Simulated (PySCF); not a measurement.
## Polarisability and C₆ of N (nitrogen, neutral)

[He] 2s2 2p3, high-spin 4S determinant. Computed with PySCF 2.14 in aug-cc-pCVTZ-DK with one added diffuse shell each of s, p, d, f type (8s7p5d3f, 75 functions), with the spin-free X2C one-electron Hamiltonian (Gaussian nucleus). Coupled (time-dependent) response in atomic units; α is the mean over directions.

```csv
method,mean α (bohr³),C₆ (like pair),S(−4)
UHF,7.172,23.34,28.20
PBE,8.335,28.54,39.88
PBE0,7.788,26.27,32.66
BLYP,8.334,28.48,40.02
BP86,8.340,28.70,38.97
```

S(−4) is the Cauchy moment in α(ω) = α(0) + S(−4) ω² + …

Reference α: 7.4 ± 0.2 bohr³ (recommended; Schwerdtfeger and Nagle, table of static dipole polarizabilities (2023 update)). Published C₆: 24.20 (Chu and Dalgarno (2004); Tang, Norbeck and Certain (1976)).

α(iu) at BP86:

```csv
u (hartree),α(iu) (bohr³)
0,8.340
0.0500,8.244
0.100,7.975
0.200,7.110
0.300,6.116
0.500,4.427
0.750,3.041
1.00,2.190
1.50,1.279
2.00,0.8349
3.00,0.4348
5.00,0.1797
```

A single London oscillator, α(iu) = α/(1 + u²/ω²), gives C₆ = (3/4) ω α². Matching the computed C₆ needs ω = 4 × 28.70 / (3 × 8.340²) = 0.550 hartree.
